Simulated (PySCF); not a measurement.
C2Cl3, SMILES C(=[C]Cl)(Cl)Cl (connectivity only; charge and spin as stated), charge +1, multiplicity 1.

Coordinates come from a B3LYP-D3(BJ)/def2-SVP optimisation. The spin state was assumed, not searched. The isomer is the one that the SMILES or the coordinates give; other isomers of the formula were not compared.

Computed with B3LYP-D3(BJ)/def2-SVP run with PySCF.

Frequencies are harmonic and unscaled.

| mode | ν (cm⁻¹) | IR (km/mol) | Raman (Å⁴/amu) | depolarisation | moving atoms (share of kinetic energy) |
|---|---|---|---|---|---|
| 1 | 77 | 0.0 | 1.7 | 0.75 | Cl 89 %, C 11 % |
| 2 | 150 | 0.7 | 1.2 | 0.75 | C 84 %, Cl 16 % |
| 3 | 240 | 1.8 | 6.7 | 0.73 | Cl 90 %, C 10 % |
| 4 | 442 | 0.6 | 2.5 | 0.75 | C 94 % |
| 5 | 477 | 0.9 | 13.9 | 0.11 | Cl 99 % |
| 6 | 481 | 1.2 | 1.8 | 0.75 | C 88 %, Cl 12 % |
| 7 | 907 | 87.5 | 6.2 | 0.75 | C 80 %, Cl 20 % |
| 8 | 945 | 130.9 | 1.0 | 0.49 | C 73 %, Cl 27 % |
| 9 | 1834 | 57.5 | 7.5 | 0.69 | C 98 % |
